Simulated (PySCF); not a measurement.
## Potential energy of MgBr along the bond

Set-up: basis Mg cc-pVDZ, Br cc-pVDZ-PP with ECP10; scalar-relativistic core potentials; PySCF 2.14. Energies in eV from Mg + Br in their ground configurations at the same level. State: ²Σ⁺ (doublet), unpaired electrons σ ↑.

All columns are BHandHLYP. A positive dipole means Mg(−)Br(+).

```json
{"R (Å)": "2.049", "E (eV)": "-1.828", "μ (D)": "-2.01", "Mulliken charge on Mg (basis-dependent)": "0.25", "HOMO (eV)": "-5.97", "LUMO (eV)": "-1.94", "Mayer bond order": "1.22", "⟨S²⟩": "0.75"}
{"R (Å)": "2.144", "E (eV)": "-2.254", "μ (D)": "-2.42", "Mulliken charge on Mg (basis-dependent)": "0.28", "HOMO (eV)": "-6.10", "LUMO (eV)": "-2.06", "Mayer bond order": "1.17", "⟨S²⟩": "0.75"}
{"R (Å)": "2.239", "E (eV)": "-2.485", "μ (D)": "-2.86", "Mulliken charge on Mg (basis-dependent)": "0.32", "HOMO (eV)": "-6.23", "LUMO (eV)": "-2.20", "Mayer bond order": "1.11", "⟨S²⟩": "0.75"}
{"R (Å)": "2.311", "E (eV)": "-2.565", "μ (D)": "-3.21", "Mulliken charge on Mg (basis-dependent)": "0.34", "HOMO (eV)": "-6.32", "LUMO (eV)": "-2.30", "Mayer bond order": "1.07", "⟨S²⟩": "0.75"}
{"R (Å)": "2.382", "E (eV)": "-2.585", "μ (D)": "-3.56", "Mulliken charge on Mg (basis-dependent)": "0.37", "HOMO (eV)": "-6.42", "LUMO (eV)": "-2.41", "Mayer bond order": "1.02", "⟨S²⟩": "0.75"}
{"R (Å)": "2.454", "E (eV)": "-2.560", "μ (D)": "-3.92", "Mulliken charge on Mg (basis-dependent)": "0.40", "HOMO (eV)": "-6.51", "LUMO (eV)": "-2.52", "Mayer bond order": "0.98", "⟨S²⟩": "0.75"}
{"R (Å)": "2.549", "E (eV)": "-2.474", "μ (D)": "-4.40", "Mulliken charge on Mg (basis-dependent)": "0.43", "HOMO (eV)": "-6.63", "LUMO (eV)": "-2.67", "Mayer bond order": "0.93", "⟨S²⟩": "0.75"}
{"R (Å)": "2.668", "E (eV)": "-2.311", "μ (D)": "-4.99", "Mulliken charge on Mg (basis-dependent)": "0.47", "HOMO (eV)": "-6.78", "LUMO (eV)": "-2.85", "Mayer bond order": "0.87", "⟨S²⟩": "0.75"}
{"R (Å)": "2.811", "E (eV)": "-2.068", "μ (D)": "-5.67", "Mulliken charge on Mg (basis-dependent)": "0.50", "HOMO (eV)": "-6.94", "LUMO (eV)": "-3.06", "Mayer bond order": "0.82", "⟨S²⟩": "0.75"}
{"R (Å)": "3.001", "E (eV)": "-1.717", "μ (D)": "-6.48", "Mulliken charge on Mg (basis-dependent)": "0.52", "HOMO (eV)": "-7.13", "LUMO (eV)": "-3.32", "Mayer bond order": "0.76", "⟨S²⟩": "0.76"}
```

A fit through these points gives, at Re = 2.375 Å, μ = -3.52 D and dμ/dR = -4.96 D/Å; the reduced mass is 18.39 u.

How strong is the fundamental in the double-harmonic approximation, I = 42.26·(dμ/dR)²/μred km/mol?

I = 42.26·(-4.96)²/18.39 = 56.5 km/mol at BHandHLYP.

Spin–orbit coupling is left out. The state was picked by a PBE0 search and need not be the measured ground state.
